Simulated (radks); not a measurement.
The numbers below are computed, except where a source is named.
Valence configurations of Tm III (all share [Xe]). Code: a radial shooting solver on a logarithmic mesh with Libxc functionals. Model: Dirac Kohn-Sham, PBE, spin-unpolarised, spherical densities, finite nucleus; open shells are shared between the two j in proportion to 2j + 1; Fermi nuclear charge, rms radius 5.2256 fm. Energies are relative to 4f13; eigenvalues in eV.

valence,E (eV),e(4f5/2),e(4f7/2),e(5d3/2),e(5d5/2),e(6p1/2)
4f13,0.000,-18.205,-17.006,-,-,-
4f12.5 6s0.5,1.996,-22.541,-21.306,-,-,-
4f12.5 6p0.5,4.389,-23.226,-21.991,-,-,-12.253
4f12 6s1,5.749,-27.295,-26.024,-,-,-
4f12 5d1,6.378,-24.682,-23.413,-15.378,-14.941,-
4f11 5d2,17.968,-31.976,-30.635,-17.056,-16.537,-
4f11 5d1.5 6s0.5,18.021,-33.357,-32.016,-17.987,-17.446,-
4f10 5d2 6s1,36.808,-42.940,-41.525,-20.717,-20.065,-
4f9 5d2 6s1 6p1,71.497,-56.281,-54.790,-25.729,-24.921,-15.640
4f9 5d2 6p2,77.780,-57.536,-56.045,-26.749,-25.925,-16.248

NIST lists [Xe] 4f13 as the ground configuration; this level of theory agrees among the configurations tried. The energies are those of spherical spin-averaged densities, not of single terms.
